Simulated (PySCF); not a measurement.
C₅H₅F, SMILES C=C=C(F)C=C. Atoms are numbered in the order given.

```xyz
11

C     -0.4088     2.5911     0.0000
C     -0.0943     1.3244     0.0000
C      0.1875     0.0346     0.0000
F      1.4669    -0.3706     0.0000
C     -0.8000    -1.0334     0.0000
C     -0.4805    -2.3330     0.0000
H     -0.5447     3.1489    -0.9352
H     -0.5447     3.1489     0.9352
H     -1.8433    -0.7061     0.0000
H      0.5627    -2.6568     0.0000
H     -1.2554    -3.1021     0.0000
```

The structure is a stationary point at PBE0-D3(BJ)/def2-SVP. The values are those of a single conformer.

Two levels are set side by side: PBE/pcSseg-1 (PySCF) and PBE0/pcSseg-1 (PySCF). GIAO shifts against CFCl3 (¹⁹F), TMS (¹H), TMS (¹³C) at the same level; non-relativistic, no solvent, atoms listed together averaged. Differences are taken from unrounded values.

```tsv
quantity	PBE0	PBE	PBE minus PBE0
δ(¹³C) of C1 (ppm)	99.1	97.5	-1.5
δ(¹³C) of C2 (ppm)	223.2	221.5	-1.7
δ(¹³C) of C3 (ppm)	149.0	149.8	0.8
δ(¹⁹F) of F4 (ppm)	-174.9	-186.6	-11.7
δ(¹³C) of C5 (ppm)	137.9	136.6	-1.3
δ(¹³C) of C6 (ppm)	124.2	120.5	-3.7
δ(¹H) of H7, H8 (ppm)	6.27	6.25	-0.02
δ(¹H) of H9 (ppm)	6.43	6.39	-0.04
```

Rough cost on one machine, each run with all the roots and properties that it gave: PBE0 against PBE within a factor of 2.
